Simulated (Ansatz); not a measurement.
Al(phosphinine)H3 (C5H8AlP) was relaxed with PBE-D4 (def2-SVP) in Ansatz in these states: charge +1 doublet, neutral singlet. The geometries follow in no particular order.

A:

```xyz
15

Al   -0.460   -1.996    2.285
P    -0.152   -0.567    0.350
C     1.406    0.080   -0.068
C     1.517    1.256   -0.818
C     0.415    2.018   -1.250
C    -0.928    1.694   -0.971
C    -1.323    0.578   -0.226
H     2.307   -0.478    0.232
H     2.529    1.602   -1.084
H     0.614    2.929   -1.835
H    -1.716    2.365   -1.349
H    -2.391    0.390   -0.034
H    -1.677   -3.420    1.322
H     0.886   -2.819    2.518
H    -1.028   -3.633    0.928
```

B:

Cartesian coordinates in Å:
```
Al -1.725 1.292 2.435
P -0.419 0.277 0.552
C -0.050 0.988 -0.988
C 0.726 0.342 -1.958
C 1.282 -0.938 -1.785
C 1.110 -1.701 -0.616
C 0.375 -1.266 0.493
H -0.458 1.991 -1.193
H 0.911 0.865 -2.911
H 1.878 -1.366 -2.605
H 1.581 -2.697 -0.570
H 0.279 -1.919 1.376
H -2.331 -0.085 3.015
H -2.649 2.239 1.514
H -0.508 1.978 3.241
```

Task: Judge from the bond lengths which geometry belongs to which state (an estimate).

Result: A is the charge +1 doublet (Al1–H15 2.201 Å, Al1–H13 2.107 Å, Al1–P2 2.425 Å); B is the neutral singlet (Al1–H15 1.613 Å, Al1–H13 1.612 Å, Al1–P2 2.507 Å).

In the charge 1 doublet, H13 and H15 lie 0.79 Å apart (atoms count from 1), so H2 has formed as a molecule. The charge +1 doublet has come apart into loosely held pieces.
